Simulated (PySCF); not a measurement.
`C=C(C)C([SiH3])([SiH3])[SiH3]`: 4 charge schemes on one density

C4H14Si3.
Geometry (GFN2-xTB, Å), atoms numbered from 1 in this order:
```
atom  x, y, z in Å
C1     0.955   -0.576   -1.894
C2     0.884   -0.288   -0.601
C3     2.120   -0.402    0.246
C4    -0.381    0.127    0.090
Si5   -0.068    1.477    1.411
Si6   -1.697    0.806   -1.125
Si7   -1.100   -1.435    0.933
H8     1.880   -0.891   -2.350
H9     0.107   -0.514   -2.553
H10    1.914   -0.958    1.159
H11    2.915   -0.907   -0.298
H12    2.478    0.588    0.531
H13    0.660    2.597    0.805
H14   -1.349    1.962    1.926
H15    0.704    0.983    2.555
H16   -2.260   -0.231   -1.995
H17   -1.104    1.863   -1.947
H18   -2.817    1.362   -0.360
H19   -0.193   -1.941    1.970
H20   -1.278   -2.487   -0.069
H21   -2.382   -1.120    1.565
```

Density: PBE0/pcSseg-1 (PySCF); schemes: Mulliken, IAO, Hirshfeld and ESP-fitted. Isolated species at its GFN2-xTB geometry, gas phase.

Q: Do the Mulliken, IAO, Hirshfeld and ESP-fitted schemes agree on where the charge is lowest?

A: The schemes don't all agree: Mulliken C4 (-1.097); IAO C4 (-0.736); Hirshfeld C4 (-0.215); ESP-fitted C1 (-0.654).

Q: For which atoms does the sign change between the 4 schemes (beyond +0.03 e in one, beyond −0.03 e in another)?

A: C2. Atomic charges aren't observables, and each scheme defines them in its own way.

Q: Tabulate the Mulliken, IAO, Hirshfeld and ESP-fitted charges.

A: In e:

```csv
atom,environment,Mulliken,IAO,Hirshfeld,ESP-fitted
C1,terminal =CH2 carbon,-0.079,-0.355,-0.118,-0.654
C2,fully substituted alkene carbon,-0.288,+0.034,+0.012,+0.417
C3,allylic carbon,-0.168,-0.421,-0.116,-0.556
C4,sp3 carbon bound to silicon,-1.097,-0.736,-0.215,-0.406
Si5,SiH3 silicon,+0.469,+0.571,+0.295,+0.291
Si6,SiH3 silicon,+0.459,+0.570,+0.294,+0.284
Si7,SiH3 silicon,+0.528,+0.592,+0.297,+0.326
H8,vinylic hydrogen,+0.103,+0.147,+0.044,+0.218
H9,vinylic hydrogen,+0.125,+0.140,+0.038,+0.223
H10,methyl hydrogen,+0.132,+0.146,+0.041,+0.158
H11,methyl hydrogen,+0.121,+0.151,+0.050,+0.163
H12,methyl hydrogen,+0.154,+0.149,+0.045,+0.160
H13,Si–H hydrogen,-0.043,-0.109,-0.074,-0.066
H14,Si–H hydrogen,-0.048,-0.107,-0.074,-0.063
H15,Si–H hydrogen,-0.055,-0.112,-0.074,-0.072
H16,Si–H hydrogen,-0.051,-0.111,-0.073,-0.070
H17,Si–H hydrogen,-0.036,-0.103,-0.073,-0.064
H18,Si–H hydrogen,-0.048,-0.110,-0.076,-0.066
H19,Si–H hydrogen,-0.066,-0.115,-0.075,-0.078
H20,Si–H hydrogen,-0.050,-0.106,-0.074,-0.070
H21,Si–H hydrogen,-0.061,-0.114,-0.074,-0.073
```

Mean size of the charges over all atoms: IAO 0.238 e, ESP-fitted 0.213 e, Mulliken 0.199 e, Hirshfeld 0.106 e. Each set sums to the total charge, 0, to within 0.001 e. The Hirshfeld scheme weights the molecular density at each point by an atom's share of the summed free-atom densities. The ESP scheme fits charges at the nuclei, held to the total charge, to the electrostatic potential on points at 1.4 to 2.0 times the van der Waals radii.

Q: How many electrons does the Hirshfeld scheme count on C1?

A: Z − q = 6 − (-0.118) = 6.118.

Q: How closely do the schemes follow one another over all atoms?

A: Correlation coefficient and root-mean-square difference: IAO with Hirshfeld 0.96, 0.186 e; Mulliken with IAO 0.90, 0.144 e; IAO with ESP-fitted 0.84, 0.172 e; Mulliken with Hirshfeld 0.82, 0.221 e; Hirshfeld with ESP-fitted 0.75, 0.194 e; Mulliken with ESP-fitted 0.58, 0.275 e.
